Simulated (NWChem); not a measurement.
# MoH$_{6}$O; SMILES [OH][MoH5]

```xyz
8

Mo     0.2750     0.2291    -0.4180
O      0.2517    -0.0991     1.4019
H     -0.4284    -0.5152     1.9442
H      1.4433    -0.6805    -1.2199
H     -0.2073    -0.8195    -1.6005
H     -1.1898    -0.4702    -0.3790
H      0.2354     1.8743    -0.7746
H     -0.9815     0.8181    -1.3150
```
Atoms are numbered in this order, from 1.

Level: PBE0/def2-SVP with def2 effective core potentials on Mo (NWChem), optimised geometry, unscaled harmonic frequencies. def2 effective core potentials on Mo; no spin-orbit coupling.

```csv
frequency (cm⁻¹),IR intensity (km/mol)
381,1.0
479,65.6
479,74.5
624,51.8
705,57.3
805,97.1
807,16.8
841,4.8
842,129.7
884,53.7
916,27.8
1072,140.5
1974,143.6
1981,104.1
2050,50.5
2067,63.6
2131,46.3
3896,211.3
```

| Item | Value |
|---|---|
| zero-point energy | 32.8 kcal/mol |
| thermal correction to the enthalpy at 298.15 K (with zero-point energy) | 36.1 kcal/mol |
| heat capacity Cv | 15.7 cal/(mol K) |
| entropy at 298.15 K and 1 atm (symmetry number 1) | 66.8 cal/(mol K) |

Rigid rotor and harmonic oscillator.
